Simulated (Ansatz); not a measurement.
Mulliken charges of ClH$_{5}$NPSi$_{2}$, SMILES `Cl[SiH]1N[SiH2]P1` from B3LYP/def2-TZVPP in Ansatz (PBE0-D4/def2-TZVP geometry).

```json
{"atom": "Cl1", "x (Å)": "-1.295", "y (Å)": "0.489", "z (Å)": "2.522", "charge (e)": "-0.252"}
{"atom": "Si2", "x (Å)": "-1.187", "y (Å)": "-0.002", "z (Å)": "0.524", "charge (e)": "0.513"}
{"atom": "N3", "x (Å)": "-0.172", "y (Å)": "1.024", "z (Å)": "-0.401", "charge (e)": "-0.368"}
{"atom": "Si4", "x (Å)": "1.102", "y (Å)": "-0.060", "z (Å)": "-0.864", "charge (e)": "0.385"}
{"atom": "P5", "x (Å)": "0.055", "y (Å)": "-1.836", "z (Å)": "0.081", "charge (e)": "-0.226"}
{"atom": "H6", "x (Å)": "-2.598", "y (Å)": "-0.033", "z (Å)": "0.075", "charge (e)": "-0.072"}
{"atom": "H7", "x (Å)": "-0.280", "y (Å)": "2.005", "z (Å)": "-0.605", "charge (e)": "0.113"}
{"atom": "H8", "x (Å)": "1.250", "y (Å)": "-0.182", "z (Å)": "-2.339", "charge (e)": "-0.071"}
{"atom": "H9", "x (Å)": "2.437", "y (Å)": "0.257", "z (Å)": "-0.292", "charge (e)": "-0.070"}
{"atom": "H10", "x (Å)": "0.770", "y (Å)": "-1.713", "z (Å)": "1.303", "charge (e)": "0.048"}
```

Task: By hand: the dipole of these point charges (1 e Å = 4.8032 D).

Result: Σ q r = (0.126, 0.032, -0.395) e Å, of length 0.416 e Å = 2.00 D.

Task: How does the dipole of the full density compare? (An estimate is asked.)

Result: Ansatz gave: (0.105, 0.261, -0.261) e Å, 1.84 D; the point charges give 1.09 times that, at 39° from its direction.

Point charges leave out the atoms' own dipoles, such as those of lone pairs, and Mulliken's split depends on the basis, so the two needn't agree.

B3LYP here is the variant with VWN-RPA as its local correlation; programs differ in this.
